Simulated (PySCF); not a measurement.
FH₄O₄Si, SMILES O[Si-](O)(O)(O)F, charge -1.

Geometry: PBE0-D3(BJ)/def2-SVPD. One conformer was computed; it need not be the lowest.

Computed with PBE0-D3(BJ)/def2-SVPD (PySCF 2.14.0).

Frequencies are harmonic and unscaled.

### Question
Give all harmonic wavenumbers and intensities. (An estimate is asked for; the answer gives what the named calculation found.)

### Answer

| mode | ν (cm⁻¹) | IR (km/mol) | moving atoms (share of kinetic energy) |
|---|---|---|---|
| 1 | 53 | 43.6 | H 61 %, O 33 % |
| 2 | 192 | 0.3 | O 74 %, F 18 % |
| 3 | 222 | 49.1 | O 48 %, H 39 %, F 10 % |
| 4 | 368 | 19.7 | O 62 %, F 18 %, H 17 % |
| 5 | 384 | 0.2 | O 62 %, F 21 %, H 16 % |
| 6 | 386 | 45.8 | O 50 %, Si 23 %, H 16 %, F 10 % |
| 7 | 401 | 21.8 | O 48 %, H 21 %, Si 21 %, F 9 % |
| 8 | 424 | 20.4 | O 54 %, Si 19 %, H 14 %, F 13 % |
| 9 | 479 | 5.2 | F 63 %, O 34 % |
| 10 | 507 | 74.5 | H 83 %, O 14 % |
| 11 | 527 | 56.8 | H 85 %, O 15 % |
| 12 | 546 | 119.7 | H 79 %, O 17 % |
| 13 | 676 | 28.0 | O 81 %, F 12 % |
| 14 | 710 | 226.9 | O 56 %, Si 33 % |
| 15 | 836 | 312.5 | Si 53 %, O 44 % |
| 16 | 846 | 212.5 | O 44 %, Si 33 %, H 23 % |
| 17 | 934 | 254.1 | H 63 %, Si 21 %, O 16 % |
| 18 | 965 | 198.1 | H 87 %, O 13 % |
| 19 | 997 | 11.7 | H 86 %, O 14 % |
| 20 | 1068 | 300.0 | H 77 %, Si 12 %, O 11 % |
| 21 | 3918 | 37.1 | H 94 % |
| 22 | 3923 | 4.4 | H 94 % |
| 23 | 3925 | 32.5 | H 94 % |
| 24 | 3963 | 13.3 | H 94 % |
